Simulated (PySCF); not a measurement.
A calculated (UHF, PySCF 2.14, ANO-RCC-VTZP, scalar relativity by spin-free X2C-1e) atom or ion has these occupied shells.

| shell | electrons | orbital energy (eV) | rms radius, mean of both spins (bohr) |
| --- | --- | --- | --- |
| 1s α | 1 | -72044.7 | 0.0204 |
| 1s β | 1 | -72044.7 | 0.0204 |
| 2s α | 1 | -12632.1 | 0.0824 |
| 2s β | 1 | -12631.8 | 0.0824 |
| 2p α | 3 | -11057.9 | 0.0750 |
| 2p β | 3 | -11057.6 | 0.0750 |
| 3s α | 1 | -2985.7 | 0.210 |
| 3s β | 1 | -2985.7 | 0.210 |
| 3p α | 3 | -2511.3 | 0.212 |
| 3p β | 3 | -2511.2 | 0.212 |
| 3d α | 5 | -1953.4 | 0.194 |
| 3d β | 5 | -1953.1 | 0.194 |
| 4s α | 1 | -654.23 | 0.468 |
| 4s β | 1 | -653.82 | 0.468 |
| 4p α | 3 | -495.14 | 0.498 |
| 4p β | 3 | -494.77 | 0.498 |
| 4d α | 5 | -288.23 | 0.538 |
| 4d β | 5 | -287.62 | 0.538 |
| 5s α | 1 | -99.967 | 1.12 |
| 5s β | 1 | -95.815 | 1.12 |
| 5p α | 3 | -58.324 | 1.23 |
| 4f α | 7 | -57.532 | 0.699 |
| 4f β | 7 | -57.156 | 0.699 |
| 5p β | 3 | -51.957 | 1.23 |
| 5d α | 5 | -9.454 | 2.16 |
| 6s α | 1 | -7.841 | 3.44 |
| 5d β | 1 | -5.791 | 2.16 |

Task: Name the element and its charge.

Result: Re (rhenium, neutral), in [Xe] 4f14 5d6 6s1, high-spin 6D determinant (an excited configuration).
